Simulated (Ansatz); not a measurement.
Basis-set extrapolation for `C[CH](C)[Al]([F])[F]` (PBE0-D4/def2-TZVP geometry, frozen core, Ansatz). Multiplicity 1, RHF reference.

|  | def2-TZVPP | def2-QZVPP |
| --- | --- | --- |
| HF | -558.782040 | -558.805034 |
| MP2 correlation | -1.105801 | -1.194141 |
| CCSD(T) correlation | -1.180440 | not run |

Energies in hartree. Use E(X) = E(∞) + A·exp(−7.88·√X) for Hartree–Fock and E(X) = E(∞) + B·X^(−2.97) for correlation, with X = 3 and 4, and add CCSD(T) minus MP2 of the smaller set to the MP2 limit.

Task: What is the CCSD(T) energy at the basis-set limit?

Result: HF limit: -558.805034 + (-0.022994) × 0.13774 = -558.80820. MP2 limit: -1.194141 + (-0.088340) × 0.74074 = -1.25958. Higher-order term: -1.180440 − (-1.105801) = -0.07464. Total: -560.14242 hartree, 472.4 kJ/mol below CCSD(T)/def2-TZVPP.
